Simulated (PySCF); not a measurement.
Ga(Cl)2(SH) (Cl2GaHS), SMILES [SH][Ga]([Cl])[Cl].

Geometry: PBE0-D3(BJ)/def2-SVP. The values are those of a single conformer.

Two levels are set side by side: PBE/def2-TZVP (PySCF) and M06-2X/def2-TZVP (PySCF). Same geometry, gas phase. Differences are taken from unrounded values.

```csv
quantity,M06-2X
orbital gap (eV),8.79
highest occupied level (eV),-9.53
lowest empty level (eV),-0.74
dipole moment (D),1.42
mean polarisability (bohr³),67.7
```

Task: What does PBE give, and how far is it from M06-2X? (An estimate is asked for; the answer gives what the named calculation found.)

Result: 
```json
[
 {"quantity": "orbital gap (eV)", "PBE": "4.55", "PBE minus M06-2X": "-4.24"},
 {"quantity": "highest occupied level (eV)", "PBE": "-7.11", "PBE minus M06-2X": "2.42"},
 {"quantity": "lowest empty level (eV)", "PBE": "-2.56", "PBE minus M06-2X": "-1.82"},
 {"quantity": "dipole moment (D)", "PBE": "1.42", "PBE minus M06-2X": "0.00"},
 {"quantity": "mean polarisability (bohr³)", "PBE": "71.6", "PBE minus M06-2X": "3.9"}
]
```

Without exact exchange PBE keeps part of each electron's self-repulsion, which lifts occupied levels and narrows the gap. Loosely held outer electrons make PBE densities more polarisable. Differences between two approximate levels are no errors against the true value.

Rough cost on one machine, each run with all the roots and properties that it gave: M06-2X against PBE about 3 times.
